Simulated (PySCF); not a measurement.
## How methods differ on the electron affinity of Ir

Ir⁻ [Xe] 4f14 5d8 6s2 (3F) → Ir [Xe] 4f14 5d7 6s2 (4F), as a difference of total energies. All numbers are calculated (PySCF 2.14, a scalar-relativistic core potential, in def2-TZVPPD with the def2 core potential (60 electrons)). Correlated levels: valence: 5s2 5p6 frozen; valence and next inner shell: nothing frozen outside the core potential. The calculations carry no spin-orbit coupling.

```json
{"method": "UHF", "electron affinity (eV)": "-0.224"}
{"method": "LDA", "electron affinity (eV)": "2.050"}
{"method": "PBE", "electron affinity (eV)": "1.796"}
{"method": "PBE0", "electron affinity (eV)": "1.546"}
{"method": "r2SCAN", "electron affinity (eV)": "1.625"}
{"method": "wB97X", "electron affinity (eV)": "1.423"}
{"method": "PW91", "electron affinity (eV)": "1.851"}
{"method": "M06-L", "electron affinity (eV)": "1.498"}
{"method": "BP86", "electron affinity (eV)": "1.974"}
{"method": "MP2 (valence)", "electron affinity (eV)": "1.471"}
{"method": "SCS-MP2 (valence)", "electron affinity (eV)": "1.487"}
{"method": "MP2 (valence and next inner shell)", "electron affinity (eV)": "1.442"}
{"method": "SCS-MP2 (valence and next inner shell)", "electron affinity (eV)": "1.354"}
```

The reference lies between the lowest fine-structure levels, while these numbers refer to the centres of the terms.

Errors of the correlated levels include the incompleteness of this basis and the frozen core.

A negative affinity means that the anion lies above the atom at that level of theory.

In the anion the highest occupied orbital energy is positive at LDA, PBE, PBE0, r2SCAN, PW91, M06-L, BP86, a self-interaction effect; the basis confines that electron, and the energy difference can still be sensible.

For comparison: 1.564 eV (measured; photodetachment measurements, as compiled on the Wikipedia data page of electron affinities).
